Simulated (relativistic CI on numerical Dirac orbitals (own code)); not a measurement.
## F: calculation against measurement

Calculated at this level of theory: Dirac-Coulomb-Breit CI, KLI orbitals optimised for each configuration, model QED, valence Slater integrals scaled by 0.85, P86 correlation estimate, and configurations built on the next ion tied to the tabulated ionisation energy (semi-empirical) (own radial code, finite nucleus).

Configurations in the expansion (outside the closed core 1s2): 2s²2p⁵, 2s²2p⁴3s, 2s²2p⁴3p, 2s²2p⁴3d, 2s²2p⁴4s, 2s2p⁶, 2s²2p⁴4p, 2s²2p⁴4d, 2s²2p⁴4f. Levels of other configurations are missing.

| Configuration | Term (tabulated) | J | Measured (cm⁻¹) | Computed | Error | Purity (%) |
| --- | --- | --- | --- | --- | --- | --- |
| 2s²2p⁵ | 2P° | 3/2 | 0.0 | 0 | 0 | 100 |
| 2s²2p⁵ | 2P° | 1/2 | 404.1 | 391 | -13 | 100 |
| 2s²2p⁴3s | 4P | 5/2 | 102405.7 | 102288 | -118 | 100 |
| 2s²2p⁴3s | 4P | 3/2 | 102680.4 | 102559 | -122 | 100 |
| 2s²2p⁴3s | 4P | 1/2 | 102840.4 | 102718 | -122 | 100 |
| 2s²2p⁴3s | 2P | 3/2 | 104731.0 | 104484 | -247 | 99 |
| 2s²2p⁴3s | 2P | 1/2 | 105056.3 | 104806 | -250 | 100 |
| 2s²2p⁴3p | 4P° | 5/2 | 115917.9 | 115542 | -375 | 97 |
| 2s²2p⁴3p | 4P° | 3/2 | 116040.9 | 115662 | -379 | 97 |
| 2s²2p⁴3p | 4P° | 1/2 | 116143.6 | 115769 | -375 | 99 |
| 2s²2p⁴3p | 4D° | 7/2 | 116987.4 | 116202 | -785 | 100 |
| 2s²2p⁴3p | 4D° | 5/2 | 117164.0 | 116377 | -787 | 89 |
| 2s²2p⁴3p | 4D° | 3/2 | 117308.6 | 116523 | -785 | 95 |
| 2s²2p⁴3p | 4D° | 1/2 | 117391.9 | 116605 | -787 | 99 |
| 2s²2p⁴3p | 2D° | 5/2 | 117622.9 | 116775 | -848 | 90 |
| 2s²2p⁴3p | 2D° | 3/2 | 117872.9 | 117020 | -853 | 96 |
| 2s²2p⁴3p | 2P° | 3/2 | 118936.8 | 118406 | -530 | 97 |
| 2s²2p⁴3p | 2P° | 1/2 | 119081.8 | 118535 | -547 | 96 |

Measured levels from NIST Handbook of Basic Atomic Spectroscopic Data (Sansonetti and Martin, J. Phys. Chem. Ref. Data 34, 1559 (2005)); pairs were made by configuration, J and term (by order where the table uses no LS term), so strongly mixed levels may be paired wrongly.

Mean error by configuration (cm⁻¹): 2s²2p⁵ -13; 2s²2p⁴3s -172; 2s²2p⁴3p -641. Over the excited levels the mean absolute error is 466 cm⁻¹ (17 of the 19 excited levels that our extract of the source holds in range could be paired, and the others can miss by more), and the median relative error of those above 1,000 cm⁻¹ is 0.39 %.

Transition probabilities of persistent lines. The last column rescales the computed rate by the cube of measured over computed energy:

```
λ measured (Å)           Lower            Upper  A tabulated (s⁻¹)  A computed  A rescaled
 951.87 vacuum   2s²2p⁵ ²P°3/2   2s²2p⁴3s ²P1/2           2.55e+08    2.33e+08    2.35e+08
 954.83 vacuum   2s²2p⁵ ²P°3/2   2s²2p⁴3s ²P3/2           6.32e+08    5.76e+08    5.81e+08
 955.55 vacuum   2s²2p⁵ ²P°1/2   2s²2p⁴3s ²P1/2           5.05e+08    4.56e+08    4.59e+08
 958.52 vacuum   2s²2p⁵ ²P°1/2   2s²2p⁴3s ²P3/2           1.25e+08    1.11e+08    1.12e+08
   6856.03 air  2s²2p⁴3s ⁴P5/2  2s²2p⁴3p ⁴D°7/2           4.94e+07    4.45e+07    5.12e+07
   6902.48 air  2s²2p⁴3s ⁴P3/2  2s²2p⁴3p ⁴D°5/2           3.20e+07    3.36e+07    3.87e+07
   7037.47 air  2s²2p⁴3s ²P3/2  2s²2p⁴3p ²P°3/2           3.00e+07    3.76e+07    3.99e+07
   7127.89 air  2s²2p⁴3s ²P1/2  2s²2p⁴3p ²P°1/2           3.80e+07    3.72e+07    3.96e+07
   7398.69 air  2s²2p⁴3s ⁴P5/2  2s²2p⁴3p ⁴P°5/2           2.85e+07    3.28e+07    3.48e+07
   7754.70 air  2s²2p⁴3s ²P3/2  2s²2p⁴3p ²D°5/2           3.82e+07    3.15e+07    3.64e+07
   7800.21 air  2s²2p⁴3s ²P1/2  2s²2p⁴3p ²D°3/2           2.10e+07    2.48e+07    2.87e+07
```
